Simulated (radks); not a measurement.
Cl3+, 14 electrons, occupied as [Ne] 3s2 3p2 (the NIST ground configuration). Method: scalar-relativistic Kohn-Sham, r2SCAN, spin-unpolarised, spherical densities, finite nucleus; meta-GGA in the generalised Kohn-Sham scheme; Fermi nuclear charge, rms radius 3.3654 fm; computed with a radial shooting solver on a logarithmic mesh with Libxc functionals.

Normalised radial functions P(r) = r R(r), r in bohr:

```
   r/bohr * 2p (the largest magnitude, 1.5, reaches the edge; | marks zero)
 0.003761 *
 0.004743 *
 0.006029 *
 0.007604 *
 0.009666 |*
  0.01219 |*
   0.0155 |*
  0.01954 | *
  0.02484 |  *
  0.03158 |   *
  0.03983 |      *
  0.05063 |         *
  0.06386 |             *
  0.08118 |                   *
   0.1024 |                         *
   0.1301 |                                 *
   0.1641 |                                          *
   0.2086 |                                                 *
   0.2652 |                                                      *
   0.3345 |                                                      *
   0.4252 |                                                 *
   0.5363 |                                       *
   0.6817 |                           *
   0.8597 |               *
    1.093 |       *
    1.378 |  *
    1.752 |*
    2.228 *
    2.809 *
    3.571 *
    4.504 *
```

2p: eigenvalue -239.90 eV, 0 radial nodes, <r> = 0.405 bohr, 90 % of the charge inside 0.671 bohr.
